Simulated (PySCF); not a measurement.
C2HF3N (SMILES [NH+]#CC(F)(F)F), charge +1, singlet, geometry from GFN2-xTB; PBE0/6-31G* (PySCF).

Input for PySCF:
```python
from pyscf import gto, scf, dft

mol = gto.Mole()
mol.atom = '''
    C    -0.00357870   -0.00388384   -0.43701688
    C     0.00895947    0.00972339    1.09409525
    F     0.00349931    1.23991186   -0.85620868
    F     1.06817651   -0.64032281   -0.84821731
    F    -1.09243569   -0.62211898   -0.83068599
    N     0.01827385    0.01983196    2.23153038
    H     0.02663717    0.02890836    3.25282500
'''
mol.basis = '6-31g*'
mol.charge = 1
mol.verbose = 4
mol.build()

mf = dft.RKS(mol)
mf.xc = 'pbe0'
mf.kernel()
```

Q: Predict the main parts of the log of this PySCF run.

A: 
```
PySCF version 2.14.0

[INPUT] verbose = 4
[INPUT] num. atoms = 7
[INPUT] num. electrons = 46
[INPUT] charge = 1
[INPUT] spin (= nelec alpha-beta = 2S) = 0
[INPUT] symmetry False subgroup None
[INPUT] Mole.unit = angstrom
[INPUT] Symbol           X                Y                Z      unit          X                Y                Z       unit  Magmom
[INPUT]  1 C     -0.003578700000  -0.003883840000  -0.437016880000 AA   -0.006762762882  -0.007339393912  -0.825842215012 Bohr   0.0
[INPUT]  2 C      0.008959470000   0.009723390000   1.094095250000 AA    0.016930944521   0.018374544102   2.067540376688 Bohr   0.0
[INPUT]  3 F      0.003499310000   1.239911860000  -0.856208680000 AA    0.006612737525   2.343093834000  -1.617999910675 Bohr   0.0
[INPUT]  4 F      1.068176510000  -0.640322810000  -0.848217310000 AA    2.018561056594  -1.210034742212  -1.602898410015 Bohr   0.0
[INPUT]  5 F     -1.092435690000  -0.622118980000  -0.830685990000 AA   -2.064404262800  -1.175634489094  -1.569769016613 Bohr   0.0
[INPUT]  6 N      0.018273850000   0.019831960000   2.231530380000 AA    0.034532571741   0.037476972913   4.216981256847 Bohr   0.0
[INPUT]  7 H      0.026637170000   0.028908360000   3.252825000000 AA    0.050336956033   0.054628883110   6.146948381138 Bohr   0.0

nuclear repulsion = 241.726931636447
number of shells = 38
number of NR pGTOs = 166
number of NR cGTOs = 86
basis = 6-31g*
ecp = {}

******** <class 'pyscf.dft.rks.RKS'> ********
method = RKS
initial guess = minao
damping factor = 0
level_shift factor = 0
DIIS = <class 'pyscf.scf.diis.CDIIS'>
diis_start_cycle = 1
diis_space = 8
diis_damp = 0
SCF conv_tol = 1e-09
SCF conv_tol_grad = None
SCF max_cycles = 50
direct_scf = True
direct_scf_tol = 1e-13
XC library pyscf.dft.libxc version 7.1.2
    S. Lehtola, C. Steigemann, M. J. T. Oliveira, and M. A. L. Marques,  SoftwareX 7, 1–5 (2018)
XC functionals = pbe0
    C. Adamo and V. Barone,  J. Chem. Phys. 110, 6158 (1999)
    M. Ernzerhof and G. E. Scuseria,  J. Chem. Phys. 110, 5029 (1999)
radial grids:
    Treutler-Ahlrichs [JCP 102, 346 (1995); DOI:10.1063/1.469408] (M4) radial grids

becke partition: Becke, JCP 88, 2547 (1988); DOI:10.1063/1.454033
pruning grids: <function nwchem_prune>
grids dens level: 3
symmetrized grids: False
atomic radii adjust function: <function treutler_atomic_radii_adjust>
small_rho_cutoff = 0
Set gradient conv threshold to 3.16228e-05
Initial guess from minao.
tot grids = 94736
init E= -431.667465120285
  HOMO = -0.416435998982895  LUMO = -0.0503899500259711  gap/eV = 9.96062
cycle= 1 E= -430.107184178721  delta_E= 1.56  |g|= 0.979  |ddm|= 3.16
  HOMO = -0.591292021677367  LUMO = -0.368487180469066  gap/eV = 6.06283
cycle= 2 E= -429.845833419317  delta_E= 0.261  |g|= 1.64  |ddm|= 1.56
  HOMO = -0.652033089688189  LUMO = -0.309844865067732  gap/eV = 9.31142
cycle= 3 E= -430.280959066232  delta_E= -0.435  |g|= 0.199  |ddm|= 0.962
  HOMO = -0.654264651504373  LUMO = -0.302868550751237  gap/eV = 9.56197
cycle= 4 E= -430.287092664831  delta_E= -0.00613  |g|= 0.105  |ddm|= 0.172
  HOMO = -0.646167325316155  LUMO = -0.299305430572466  gap/eV = 9.43859
cycle= 5 E= -430.289380907648  delta_E= -0.00229  |g|= 0.0131  |ddm|= 0.0656
  HOMO = -0.648930027459362  LUMO = -0.29943622626311  gap/eV = 9.51021
cycle= 6 E= -430.289412523021  delta_E= -3.16e-05  |g|= 0.00195  |ddm|= 0.0109
  HOMO = -0.648651727259643  LUMO = -0.299763045092198  gap/eV = 9.49374
cycle= 7 E= -430.28941336402  delta_E= -8.41e-07  |g|= 0.000405  |ddm|= 0.002
  HOMO = -0.648638999223634  LUMO = -0.299659624007108  gap/eV = 9.49621
cycle= 8 E= -430.289413404308  delta_E= -4.03e-08  |g|= 9.08e-05  |ddm|= 0.000389
  HOMO = -0.648642192719923  LUMO = -0.299676601167575  gap/eV = 9.49584
cycle= 9 E= -430.28941340629  delta_E= -1.98e-09  |g|= 5.3e-06  |ddm|= 7.76e-05
  HOMO = -0.648641206854952  LUMO = -0.299677535459499  gap/eV = 9.49579
cycle= 10 E= -430.289413406298  delta_E= -7.84e-12  |g|= 6.3e-07  |ddm|= 6.5e-06
  HOMO = -0.648641269160169  LUMO = -0.299677456832462  gap/eV = 9.49579
Extra cycle  E= -430.289413406296  delta_E= 1.82e-12  |g|= 3.76e-07  |ddm|= 8.45e-07
converged SCF energy = -430.289413406296
```
